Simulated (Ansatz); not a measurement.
In(F)2(GeH3) (F2GeH3In), SMILES [F][In]([F])[GeH3]. Atoms are numbered in the order given.

```xyz
7

In    -0.4888     0.2878    -0.3688
F     -2.2747    -0.4432    -0.6996
F     -0.3871     2.0204    -1.2751
Ge     1.3787    -0.8213     1.0224
H      1.1935    -0.3924     2.4852
H      1.2507    -2.3448     0.8964
H      2.7387    -0.3440     0.4973
```
Charge 0, spin multiplicity 1.

The structure is a stationary point at PBE0-D3(BJ)/def2-SVP. The structure was generated by enumeration; whether it is a known compound was not checked. The def2 effective core potentials stand for the cores of In; spin–orbit coupling is left out.

Two levels are set side by side: PBE-D3(BJ)/def2-SVP (Ansatz, an electronic-structure program) and PBE0-D3(BJ)/def2-SVP (Ansatz). Each level has its own optimised geometry; the coordinates shown are those of the second. Differences are taken from unrounded values.

| quantity | PBE0-D3(BJ) | PBE-D3(BJ) | PBE-D3(BJ) minus PBE0-D3(BJ) |
|---|---|---|---|
| mean bond length (Å) | 1.850 | 1.866 | 0.017 |
| bond In1–F2 (Å) | 1.958 | 1.980 | 0.022 |
| bond In1–F3 (Å) | 1.958 | 1.980 | 0.022 |
| bond In1–Ge4 (Å) | 2.579 | 2.599 | 0.019 |
| bond Ge4–H5 (Å) | 1.536 | 1.548 | 0.012 |
| bond Ge4–H6 (Å) | 1.534 | 1.546 | 0.012 |
| bond Ge4–H7 (Å) | 1.534 | 1.546 | 0.012 |

Exact exchange shortens and stiffens bonds; PBE has none. Differences between two approximate levels are no errors against the true value.
